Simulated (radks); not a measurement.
The numbers below are computed, except where a source is named.
Initial-state core-level shifts of neutral tin when its valence configuration changes from [Kr] 4d10 5s2 5p2. Level of theory: scalar-relativistic Kohn-Sham, PBE, spin-unpolarised, spherical densities, finite nucleus; Fermi nuclear charge, rms radius 4.6519 fm (a radial shooting solver on a logarithmic mesh with Libxc functionals). Shifts are changes of the shell-averaged eigenvalues in eV (positive: less bound); the change of the density at the nucleus, which sets a Mossbauer isomer shift, is in e/bohr^3, on a base of 1.966e+05.

| valence | 3s | 3p | 3d | 4s | density at nucleus |
|---|---|---|---|---|---|
| 4d9.5 5s2 5p2.5 | -3.904 | -3.905 | -3.932 | -3.447 | +9.38 |
| 4d10 5s1 5p3 | -1.542 | -1.541 | -1.539 | -1.548 | -36.94 |
| 4d8.5 5s2 5p3.5 | -11.866 | -11.867 | -11.959 | -10.325 | +28.83 |
| 4d9 5s2 5p3 | -7.859 | -7.859 | -7.917 | -6.888 | +18.99 |
| 4d10 5s1.5 5p2.5 | -0.785 | -0.784 | -0.783 | -0.788 | -18.07 |
| 4d8 5s2 5p4 | -15.928 | -15.929 | -16.059 | -13.761 | +38.91 |
| 4d9 5p5 | -10.643 | -10.642 | -10.696 | -9.653 | -69.35 |
| 4d10 5p4 | -2.989 | -2.988 | -2.983 | -3.000 | -76.88 |
| 4d9.5 5s1.5 5p3 | -4.654 | -4.654 | -4.680 | -4.196 | -10.20 |
